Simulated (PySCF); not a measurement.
What builds the third ionisation energy along the third row

Calculated with PySCF 2.14 from differences of total energies of unrestricted determinants, without spin-orbit coupling. Each column adds one step, in eV (sums use unrounded values): valence MP2, valence CCSD, valence triples, then the next inner shell at CCSD(T) (Si 2s 2p, P 2s 2p, S 2s 2p, Cl 2s 2p, Ar 2s 2p). References (NIST) marked * lie between the lowest fine-structure levels; the others compare directly ((s) semi-empirical, (t) theoretical).

| element | UHF | + MP2 | + CCSD | + (T) | + inner shell | sum | reference |
| --- | --- | --- | --- | --- | --- | --- | --- |
| Si [Ne] 3s2 → [Ne] 3s1 (def2-QZVPPD, non-relativistic) | 31.955 | 0.911 | 0.332 | 0.000 | 0.177 | 33.375 | 33.493 |
| P [Ne] 3s2 3p1 → [Ne] 3s2 (def2-QZVPPD, non-relativistic) | 29.590 | 0.330 | 0.114 | 0.032 | 0.013 | 30.079 | 30.203 * |
| S [Ne] 3s2 3p2 → [Ne] 3s2 3p1 (def2-QZVPPD, non-relativistic) | 34.159 | 0.524 | 0.032 | 0.038 | 0.013 | 34.766 | 34.86 ± 0.04 (s) * |
| Cl [Ne] 3s2 3p3 → [Ne] 3s2 3p2 (def2-QZVPPD, non-relativistic) | 38.961 | 0.701 | -0.082 | 0.043 | 0.012 | 39.635 | 39.8 ± 0.11 (s) * |
| Ar [Ne] 3s2 3p4 → [Ne] 3s2 3p3 (def2-QZVPPD, non-relativistic) | 39.393 | 0.935 | 0.124 | 0.033 | 0.024 | 40.509 | 40.735 ± 0.012 (s) * |

What remains against the references is mostly basis incompleteness and, for starred values, spin-orbit coupling.

These are valence bases, so the inner-shell step is incomplete.
